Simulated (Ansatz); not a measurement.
Au3S⁺, relaxed as a triplet with UKS r2SCAN-D4/def2-SVP in Ansatz, starting from the r2SCAN-D4/def2-SVP geometry of the charge +1 singlet. Force threshold 0.02 eV/Å.

In the def2 sets Au takes a core potential; there is no spin–orbit coupling. At r2SCAN-D4/def2-SVP a singlet of charge 1 lies 1.68 eV below the triplet, each at its own geometry. The structure comes from a short search, and lower isomers may exist.

Start:

| atom | x (Å) | y (Å) | z (Å) |
| --- | --- | --- | --- |
| Au1 | 1.589 | -1.086 | 0.476 |
| Au2 | -0.096 | 1.862 | 0.677 |
| Au3 | -1.703 | -0.952 | -0.340 |
| S4 | 0.210 | 0.176 | -0.813 |

Question: Estimate the energy that the relaxation releases and the steps that it takes.

Answer: 16.2 kcal/mol, in 13 steps; 45 s on 4 threads of Arm Neoverse V2 on a shared host. No frequencies were taken in this run, so the end may be a saddle point.

Question: Does the start keep its bonding and symmetry?

Answer: By distances, no bond broke or formed, bridged metal pairs apart. The bond that changes most is Au3–S4, from 2.27 to 2.53 Å (atoms count from 1). Metal–metal contacts that move far: Au1–Au3 3.39 to 2.58 Å.

Question: Predict the relaxed structure.

Answer: 
```xyz
4

Au    1.146   -1.479    0.427
Au   -0.039    2.326    0.598
Au   -1.329   -1.399   -0.297
S     0.223    0.552   -0.728
```
Bond lengths (bridged metal pairs left out): 3 × Au–S 2.23 to 2.53 Å.
